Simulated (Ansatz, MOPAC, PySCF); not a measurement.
Complex: HF (SMILES F) (first 2 atoms) with H2S (SMILES S); geometry from B3LYP-D3(BJ)/def2-TZVP, rigid monomers moved along the line of their centres of mass till H2···S3 is 2.58 Å.
(charge 0, multiplicity 1):
```xyz
5

F     -0.32197     1.22989     0.10261
H     -0.03851     0.65190     0.78660
S      0.51016    -0.91904     2.75543
H     -0.06796    -0.11442     3.66304
H     -0.60870    -1.64482     2.59179
```

Interaction energies are E(AB) − E(A) − E(B) at the monomers' geometry in the complex; basis-set methods are counterpoise corrected. Rows marked so take none.

Rows in 3-21G, 6-31G* carry no dispersion term and start afresh at each structure (6-31G* with six Cartesian d functions). The state that PM7 reach isn't checked; PM7 holds dispersion and hydrogen-bond terms.

Programs: Ansatz (Gaussian basis) for Hartree–Fock, density functionals and correlated methods; MOPAC for PM7 (differences of heats of formation); PySCF for 3-21G rows, 6-31G* rows. Each number belongs to the level named beside it.

Problem. One of these levels gives -2.4 kJ/mol for the interaction energy. Name it.
A) PM7
B) PBE/def2-TZVPPD
C) HF/3-21G (no counterpoise)
D) HF/6-31G* (no counterpoise)

Solution. A, PM7. The others give -18.0 (HF/3-21G (no counterpoise)), -15.3 (HF/6-31G* (no counterpoise)), -21.9 (PBE/def2-TZVPPD)

Ansatz is an electronic-structure program.
